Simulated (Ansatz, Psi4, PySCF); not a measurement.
C4H5, doublet, at a GFN2-xTB geometry, atoms displaced at random by about 0.03 Å a coordinate. Base run: R2SCAN/6-31G, gradient in PySCF.

Here is a job for PySCF.
```python
from pyscf import gto, scf, dft

mol = gto.Mole()
mol.atom = '''
    C     0.60447833    1.81370092   -0.00520818
    C     0.63138890    0.55784095    0.00271109
    C    -0.61301103   -0.33921788    0.02375187
    C    -0.54357050   -1.65956607   -0.04178123
    H    -0.15243873    2.65938149    0.00819807
    H     1.57594398   -0.02996713   -0.02640403
    H    -1.55947497    0.11092720   -0.00262439
    H     0.47629123   -2.15967870    0.02935282
    H    -1.36964603   -2.27604029   -0.00402826
'''
mol.basis = '6-31g'
mol.spin = 1
mol.verbose = 4
mol.build()

mf = dft.UKS(mol)
mf.xc = 'r2scan'
mf.kernel()
g = mf.nuc_grad_method()
grad = g.kernel()
```

Programs used: Ansatz (a program for electronic structure), Psi4, PySCF; a row that names a program was run with it.

The coordinate followed is x of atom 4.

The base run was repeated with changes; each row names its change, and settings that it needs were set with it.

```csv
change,dE/dx (Eh/bohr),net force (Eh/bohr)
base,-0.069599,0.000762
code = ansatz,-0.069457,0.000000
grids.level = 0; grid_response = on,-0.069776,0.000000
finite difference step (bohr) = 1e-4; conv_tol = 1e-11,-0.069444,-
grids.level = 1; grid_response = off,-0.070683,0.001046
conv_tol = 1e-6,-0.069601,0.000762
finite difference step (bohr) = 0.01; conv_tol = 1e-11,-0.069443,-
grids.level = 0; grid_response = off,-0.077854,0.021696
finite difference step (bohr) = 0.2; conv_tol = 1e-11,-0.069067,-
grids.level = 1; grid_response = on,-0.069418,0.000000
code = psi4,-0.069452,0.000570
grids.level = 5; grid_response = off,-0.069430,0.000164
```

The net force is zero for an exact gradient.

Open shells are given as the SCF converged; they aren't shown to be the lowest states, and a large step between rows can be another state.
